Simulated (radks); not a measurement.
Results of a calculation; reference values are marked as such.
Spin polarisation of the 4f1 shell in Ce3+. Start: [Xe] 4f(up 0.5, down 0.5); electrons of 4f are moved from spin down to spin up, other shells keep equal spins. Code: a radial shooting solver on a logarithmic mesh with Libxc functionals. Model: scalar-relativistic Kohn-Sham, PBE, spin-polarised, spherical densities, finite nucleus; Fermi nuclear charge, rms radius of each element as measured or else 0.836 A^(1/3) + 0.57 fm.

moment (Bohr magnetons)  E - E(0) (eV)  e(4f up) (eV)  e(4f down) (eV)  5p down minus up (eV)
0                                0.000        -28.646          -28.646                  0.000
0.25                            -0.011        -28.732          -28.557                  0.095
0.5                             -0.044        -28.815          -28.465                  0.190
0.75                            -0.098        -28.894          -28.371                  0.285
1                               -0.175        -28.971          -28.273                  0.380

At moment 1 the spin-polarisation energy is -0.175 eV and the 4f exchange splitting 0.698 eV, that is 0.698 eV per Bohr magneton; E = -I m^2/4 would give I = 0.699 eV.
